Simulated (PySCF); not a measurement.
## Atomic charges by several schemes

C7H10OSSi.
Cartesian coordinates in Å at the GFN2-xTB level; atoms count from 1:
```xyz
20
C7H10OSSi angstrom
C     -1.8132    3.1036   -0.4118
C     -1.5814    1.9715   -0.0984
C     -1.2625    0.6114    0.2515
C      0.1983    0.3285    0.0523
C      0.6969   -0.9036    0.0909
S      2.4064   -1.3188   -0.1020
C      3.2333    0.2949   -0.1738
C     -0.1523   -2.1256    0.2927
O     -1.3855   -2.0808   -0.3775
Si    -2.2122   -0.7332   -0.7429
H     -2.0353    4.0938   -0.6763
H     -1.5117    0.4623    1.3109
H      0.8241    1.1843   -0.1501
H      2.9194    0.8349   -1.0623
H      3.0136    0.8600    0.7272
H      4.2958    0.0804   -0.2281
H     -0.3479   -2.2659    1.3655
H      0.3864   -3.0079   -0.0700
H     -3.5653   -0.9246   -0.2381
H     -2.1123   -0.4543   -2.1723
```

Density: PBE0/pcSseg-1 (PySCF); schemes: Mulliken, IAO, Hirshfeld and ESP-fitted. One conformer (not necessarily the lowest) at the GFN2-xTB geometry, without solvent, vibrations or thermal averaging.

Task: Do the Mulliken, IAO, Hirshfeld and ESP-fitted schemes agree on where the charge is lowest?

Result: All schemes agree: Mulliken O9 (-0.632); IAO O9 (-0.647); Hirshfeld O9 (-0.230); ESP-fitted O9 (-0.406).

Task: Do the Mulliken, IAO, Hirshfeld and ESP-fitted schemes agree on where the charge is highest?

Result: All schemes agree: Mulliken Si10 (+0.945); IAO Si10 (+1.037); Hirshfeld Si10 (+0.410); ESP-fitted Si10 (+0.650).

Task: What partial charge does each atom carry?

Result: In e:

```csv
atom,environment,Mulliken,IAO,Hirshfeld,ESP-fitted
C1,terminal alkyne carbon,-0.409,-0.268,-0.131,-0.375
C2,alkyne carbon,+0.297,-0.023,-0.043,-0.163
C3,sp3 carbon bound to silicon,-0.502,-0.415,-0.102,+0.007
C4,alkene CH carbon,-0.023,-0.188,-0.069,-0.153
C5,fully substituted alkene carbon,-0.469,-0.137,-0.029,-0.019
S6,sulfide sulfur,+0.079,+0.153,+0.024,-0.159
C7,S-methyl carbon,-0.402,-0.508,-0.113,-0.386
C8,sp3 carbon bound to oxygen,+0.247,-0.054,+0.007,-0.089
O9,silyl ether oxygen,-0.632,-0.647,-0.230,-0.406
Si10,oxygen-bound silicon,+0.945,+1.037,+0.410,+0.650
H11,alkyne hydrogen,+0.036,+0.200,+0.088,+0.289
H12,methine hydrogen,+0.190,+0.176,+0.054,+0.119
H13,vinylic hydrogen,+0.111,+0.153,+0.040,+0.169
H14,methyl hydrogen,+0.162,+0.160,+0.050,+0.146
H15,methyl hydrogen,+0.160,+0.161,+0.049,+0.130
H16,methyl hydrogen,+0.163,+0.174,+0.058,+0.211
H17,methylene hydrogen,+0.134,+0.147,+0.045,+0.109
H18,methylene hydrogen,+0.135,+0.158,+0.045,+0.166
H19,Si–H hydrogen,-0.117,-0.140,-0.076,-0.135
H20,Si–H hydrogen,-0.105,-0.140,-0.076,-0.111
```

Mean size of the charges over all atoms: Mulliken 0.266 e, IAO 0.252 e, ESP-fitted 0.199 e, Hirshfeld 0.087 e. Each set sums to the total charge, 0, to within 0.001 e. The Hirshfeld scheme divides the density at each point in proportion to the densities of the neutral, spherically averaged free atoms. The Mulliken scheme counts on each atom the diagonal of the density matrix times the overlap matrix over that atom's basis functions.

Task: How many electrons does the IAO scheme count on C7?

Result: Z − q = 6 − (-0.508) = 6.508.

Task: Sum the charges by element, for elements with more than one atom.

Result: 
| element | atoms | Mulliken | IAO | Hirshfeld | ESP-fitted |
| --- | --- | --- | --- | --- | --- |
| C | 7 | -1.262 | -1.592 | -0.479 | -1.176 |
| H | 10 | +0.870 | +1.050 | +0.276 | +1.092 |

Task: How closely do the schemes follow one another over all atoms?

Result: Correlation coefficient and root-mean-square difference: IAO with Hirshfeld 0.97, 0.223 e; Mulliken with IAO 0.91, 0.144 e; Hirshfeld with ESP-fitted 0.91, 0.145 e; IAO with ESP-fitted 0.89, 0.168 e; Mulliken with Hirshfeld 0.88, 0.247 e; Mulliken with ESP-fitted 0.75, 0.232 e.

The run behind these numbers computed NMR shieldings as well. The run took 94 s of wall time on one thread, Arm Neoverse N1 (aarch64) (shared host), and the process peaked at 1.1 GiB of memory.
